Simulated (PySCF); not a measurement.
Computed IR spectrum (relative IR intensity) of a molecule C₅H₈O. Coordinates come from a PBE-D3(BJ)/def2-SVP optimisation. The values are those of a single conformer. The numbers are results of PySCF 2.14.0 with PBE-D3(BJ)/def2-SVP, not measurements. Harmonic, unscaled wavenumbers; measured fundamentals usually lie a few per cent lower.

| ν (cm⁻¹) | relative intensity |
|---|---|
| 174 | 2.8 |
| 295 | 6.0 |
| 476 | 4.3 |
| 632 | 36 |
| 756 | 11 |
| 842 | 11 |
| 890 | 14 |
| 913 | 8.7 |
| 951 | 4.9 |
| 962 | 16 |
| 990 | 4.9 |
| 1022 | 11 |
| 1094 | 72 |
| 1172 | 53 |
| 1179 | 12 |
| 1208 | 26 |
| 1267 | 6.3 |
| 1298 | 3.2 |
| 1318 | 5.5 |
| 1357 | 14 |
| 1364 | 2.3 |
| 1385 | 8.1 |
| 1403 | 7.4 |
| 1423 | 4.6 |
| 1681 | 2.4 |
| 2842 | 100 |
| 2892 | 92 |
| 2954 | 33 |
| 2990 | 35 |
| 3001 | 26 |
| 3035 | 45 |
| 3090 | 7.0 |
| 3110 | 27 |

**Question.** Which structure fits?
(A) C=C[C@H]1CCO1
(B) CC1=C[C@H](C)O1
(C) C1=COCCC1
(D) C1=CCOCC1

**Answer.** D, C1=CCOCC1
